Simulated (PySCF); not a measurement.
Dipole response of Ti⁺ (titanium, charge +1)

[Ar] 3d2 4s1, high-spin 4F determinant. Computed with PySCF 2.14 in x2c-QZVPPall with one added diffuse shell each of s, p, d, f, g type (12s8p6d4f3g, 121 functions), with scalar relativity by spin-free X2C-1e. Coupled (time-dependent) response in atomic units; α is the mean over directions.

| method | mean α (bohr³) | C₆ (like pair) | S(−4) |
| --- | --- | --- | --- |
| PBE0 | 49.85 | 319.3 | 2118 |

S(−4) is the Cauchy moment in α(ω) = α(0) + S(−4) ω² + …

α(iu) at PBE0:

```tsv
u (hartree)	α(iu) (bohr³)
0	49.85
0.0500	45.11
0.100	35.45
0.200	20.24
0.300	12.78
0.500	6.910
0.750	4.316
1.00	3.112
1.50	1.926
2.00	1.327
3.00	0.7397
5.00	0.3250
```

A single London oscillator, α(iu) = α/(1 + u²/ω²), gives C₆ = (3/4) ω α². Matching the computed C₆ needs ω = 4 × 319.3 / (3 × 49.85²) = 0.171 hartree.

For an ion, C₆ is the dispersion term alone; charge-induced terms of lower order in 1/R come first.
